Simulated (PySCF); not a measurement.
PBE0 on Se⁻ (selenium, charge -1), [Ar] 3d10 4s2 4p5, 2P determinant. Computed with PySCF 2.14 in dyall-av2z (16s12p8d, 92 functions), with the non-relativistic Hamiltonian (point nucleus).

```
cycle= 1 E= -2401.30847264168  delta_E= -0.0154  |g|= 0.0463  |ddm|= 0.128
cycle= 2 E= -2401.30862209507  delta_E= -0.000149  |g|= 0.0406  |ddm|= 0.0341
cycle= 3 E= -2401.30873687928  delta_E= -0.000115  |g|= 0.00264  |ddm|= 0.008
cycle= 4 E= -2401.30873938189  delta_E= -2.5e-06  |g|= 0.00142  |ddm|= 0.00506
cycle= 5 E= -2401.30874063335  delta_E= -1.25e-06  |g|= 0.000536  |ddm|= 0.00245
cycle= 6 E= -2401.30874088477  delta_E= -2.51e-07  |g|= 8.68e-05  |ddm|= 0.00118
cycle= 7 E= -2401.30874090296  delta_E= -1.82e-08  |g|= 7.26e-06  |ddm|= 0.000421
cycle= 8 E= -2401.30874090308  delta_E= -1.16e-10  |g|= 7.24e-07  |ddm|= 3.38e-05
converged SCF energy = -2401.30874090308  <S^2> = 0.75336381  2S+1 = 2.003361
```

Highest occupied orbital energy: 0.049 eV; ⟨L²⟩ = 2.02; populations by l: s 8.00, p 17.00, d 10.00.

Task: Can this result be used?

Result: With care. The calculation finished and met its thresholds. At PBE0 the highest occupied level has a positive energy, so only the finite basis holds that electron; in a semilocal or global hybrid functional this comes from self-interaction and does not mean that the real anion is unbound.
